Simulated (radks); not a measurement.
Results of a calculation; reference values are marked as such.
Mean orbital radii <r> (bohr) of the dysprosium ion Dy2+, [Xe] 4f10, at several levels of relativity; Dirac values are averaged over j with weights 2j + 1. Spin-unpolarised spherical Kohn-Sham, BLYP, point nucleus unless stated (finite: rms radius 5.2218 fm), a radial shooting solver on a logarithmic mesh with Libxc functionals. A level marked "c x" has the speed of light scaled by that factor and shares open shells by 2j + 1; other Dirac levels either fill j = l - 1/2 first or share by 2j + 1.

shell       non-rel.  Dirac, low j first  Dirac, c x 1.25  Dirac, c x 10  change of magnitude, last against first (%)
2p           0.08276             0.07907          0.08043        0.08273                                        -0.04
3s            0.2512              0.2341           0.2405         0.2510                                        -0.06
3p            0.2409              0.2327           0.2357         0.2409                                        -0.03
3d            0.2132              0.2121           0.2125         0.2132                                        -0.01
4s            0.5664              0.5299           0.5434         0.5660                                        -0.06
4p            0.5789              0.5609           0.5674         0.5788                                        -0.03
4d            0.6113              0.6104           0.6105         0.6113                                        0.00
5s             1.400               1.301            1.338          1.399                                        -0.07
5p             1.585               1.536            1.554          1.585                                        -0.03
4f            0.8243              0.8717           0.8518         0.8247                                        +0.05
5d (empty)     2.455               2.506            2.488          2.456                                        +0.02
6s (empty)     3.579               3.388            3.461          3.577                                        -0.05
